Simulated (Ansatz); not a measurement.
## Molecular dynamics of ClFGaH

input.yaml

```yaml
crystal:
  periodic: [false, false, false]
  atoms:
    - { symbol: F, position_ang: [-1.691485, 0.042859, 0.266738] }
    - { symbol: Ga, position_ang: [0.020411, 0.134541, -0.058689] }
    - { symbol: Cl, position_ang: [1.072121, -1.663525, 0.392076] }
    - { symbol: H, position_ang: [0.654553, 1.425826, -0.620425] }
magnetization:
  spin_polarized: true
basis:
  gaussian: { orbitals: def2-SVP }
hamiltonian:
  xc: pbe0
  dispersion: d4
md:
  timestep: 3.0
  n_steps: 40
  ensemble: nvt_langevin
  temperature: 500.0
  initial_velocities: maxwell_boltzmann
  seed: 833932
  friction: 0.005
```

Launched with:

```bash
$ ansatz run input.yaml --threads 2 --pin off --max-ram 3072MiB --backend cpu --events-out ev --progress --plain --runs-dir out
```

It starts from a relaxed structure.

Output, in part (step lines, the closing report, with atoms numbered from 0):

```
md step     0: t =     0.00 fs  T =   375.0 K  F+E_penalty+E_count = -67609.93165940 eV  E_kin = 0.193890 eV  (29 SCF iters)
[... lines left out ...]
Total energy: -67609.87429753 eV, -2484.6170528154 hartree
Atom 0 at    -1.390995     0.043603     1.214880 Å, force     0.364656    -0.115296    -0.474450 eV/Å
Atom 1 at    -0.328745    -0.010746    -0.193490 Å, force    -0.178342    -0.222440     1.044268 eV/Å
Atom 2 at     1.343120    -1.310705    -0.109264 Å, force     0.113645    -0.257818     0.157278 eV/Å
Atom 3 at    -0.479555     0.890923    -1.371798 Å, force    -0.299959     0.595555    -0.727096 eV/Å
Dipole moment:    -0.023290     0.174251    -0.365881 e Å
```

The steps, from the saved trajectory:

```csv
time (fs),T (K),potential energy less start (eV)
0,375,0.000
3,446,0.004
6,455,0.015
9,440,0.028
12,459,0.040
15,471,0.047
18,451,0.050
21,439,0.052
24,453,0.048
27,499,0.039
30,460,0.029
33,480,0.020
36,460,0.013
39,478,0.014
42,468,0.014
45,462,0.025
48,488,0.032
51,490,0.031
54,550,0.032
57,542,0.032
60,476,0.026
63,477,0.021
66,532,0.026
69,544,0.019
72,547,0.015
75,502,0.023
78,568,0.017
81,543,0.033
84,504,0.044
87,472,0.029
90,390,0.056
93,360,0.041
96,348,0.056
99,374,0.078
102,390,0.034
105,273,0.056
108,379,0.035
111,310,0.032
114,282,0.075
117,311,0.037
120,249,0.057
```

All steps were run. The mean temperature of the second half is 16 % below the set value. A step of 3 fs is long for free X–H stretches (periods near 10 fs) and can bias their spread and the temperature. A run of 0.12 ps of so small a system gives no equilibrium averages.

The same pairs are bonded in the first frame and the last. Pairs count as bonded within 1.25 times the sum of covalent radii (0.12 Å more for H–H).

Last frame:

```xyz
4
Properties=species:S:1:pos:R:3
F -1.391 0.044 1.215
Ga -0.329 -0.011 -0.194
Cl 1.343 -1.311 -0.109
H -0.480 0.891 -1.372
```

The run took 2.2 min on 2 threads of Arm Neoverse N1, with other jobs on the host, peak memory 0.18 GiB.
